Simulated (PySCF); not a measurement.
C₂H₉FOSi₂, SMILES C[Si@H](O)[C@H](F)[SiH3].

The structure is a stationary point at r2SCAN-D4/def2-SVP. The structure was generated by enumeration; whether it is a known compound was not checked. The values are those of a single conformer.

Two levels are set side by side: TDA-PBE/def2-SVPD (PySCF) and TDA-M06-2X/def2-SVPD (PySCF). Vertical, same geometry. The lowest singlet is HOMO→LUMO 96 % with PBE and HOMO→LUMO 41 %, HOMO→LUMO+3 21 %, HOMO→LUMO+2 12 %, HOMO→LUMO+4 10 % with the other functional; states are paired by order. Differences are taken from unrounded values.

```tsv
quantity	TDA-PBE
lowest singlet excitation (eV)	6.09
lowest triplet excitation (TDA) (eV)	5.76
```

Question: These are the TDA-PBE values. What does TDA-M06-2X give? (An estimate is asked for; the answer gives what the named calculation found.)

Answer: 
| quantity | TDA-M06-2X | TDA-PBE minus TDA-M06-2X |
|---|---|---|
| lowest singlet excitation (eV) | 7.10 | -1.02 |
| lowest triplet excitation (TDA) (eV) | 6.60 | -0.83 |

Functionals without exact exchange tend to place singlet excitations lower, as here. Differences between two approximate levels are no errors against the true value.

Rough cost on one machine, each run with all the roots and properties that it gave: TDA-M06-2X against TDA-PBE about 20 times.
